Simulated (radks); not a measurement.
Pr II, 58 electrons, occupied as [Xe] 4f3 6s1 (the NIST ground configuration).

All-electron calculation, Dirac Kohn-Sham, BLYP, spin-unpolarised, spherical densities, finite nucleus; open shells fill j = l - 1/2 first; Fermi nuclear charge, rms radius 4.8919 fm. Program: a radial shooting solver on a logarithmic mesh with Libxc functionals.

Energy parts (eV):
part                      energy
total                 -251507.10
kinetic                270507.29
electron-nucleus      -613345.10
Hartree                 97243.83
exchange-correlation    -5913.12

Orbitals (lengths in bohr, moments of r in powers of bohr; r(max) is where P^2 peaks):
| orbital | occ. | eigenvalue (eV) | r(max) | <1/r> | <r^2> |
|---|---|---|---|---|---|
| 1s1/2 | 2 | -41785.38 | 0.01541 | 64.69 | 0.0007896 |
| 2s1/2 | 2 | -6724.034 | 0.08741 | 15.28 | 0.01247 |
| 2p1/2 | 2 | -6356.001 | 0.06650 | 15.26 | 0.009129 |
| 2p3/2 | 4 | -5873.568 | 0.07185 | 13.77 | 0.01039 |
| 3s1/2 | 2 | -1454.576 | 0.2493 | 5.525 | 0.08469 |
| 3p1/2 | 2 | -1297.931 | 0.2361 | 5.439 | 0.07962 |
| 3p3/2 | 4 | -1202.374 | 0.2476 | 5.066 | 0.08707 |
| 3d3/2 | 4 | -928.7791 | 0.1986 | 4.935 | 0.07094 |
| 3d5/2 | 6 | -908.1791 | 0.2018 | 4.840 | 0.07305 |
| 4s1/2 | 2 | -293.3113 | 0.5792 | 2.291 | 0.4376 |
| 4p1/2 | 2 | -234.7045 | 0.5876 | 2.186 | 0.4667 |
| 4p3/2 | 4 | -214.1139 | 0.6124 | 2.062 | 0.5081 |
| 4d3/2 | 4 | -117.8753 | 0.6311 | 1.840 | 0.6053 |
| 4d5/2 | 6 | -114.2657 | 0.6393 | 1.809 | 0.6222 |
| 5s1/2 | 2 | -44.5707 | 1.352 | 0.8813 | 2.558 |
| 5p1/2 | 2 | -28.9970 | 1.484 | 0.7716 | 3.302 |
| 5p3/2 | 4 | -26.1978 | 1.557 | 0.7273 | 3.661 |
| 6s1/2 | 1 | -8.0900 | 3.587 | 0.3103 | 18.53 |
| 4f5/2 | 3 | -6.9367 | 0.6901 | 1.189 | 1.938 |
| 4f7/2 | 0 | -6.5957 | 0.6955 | 1.173 | 2.025 |

The highest occupied level is 4f5/2 at -6.937 eV. For comparison, the ionisation energy in NIST's Atomic Spectra Database is 10.63 eV (semi-empirical). In exact Kohn-Sham theory the highest level is minus the ionisation energy, but local and semilocal functionals leave it too shallow, through self-interaction and a potential that decays too fast; potentials with the right tail come closer. Summed over all electrons, <r^2> = 62.19 bohr^2, which gives a Langevin (diamagnetic) susceptibility term of -49.3 x 10^-6 cm^3/mol.

Beside tabulated values, note that spin-unpolarised runs miss the spin-polarisation part of the exchange energy of open shells.
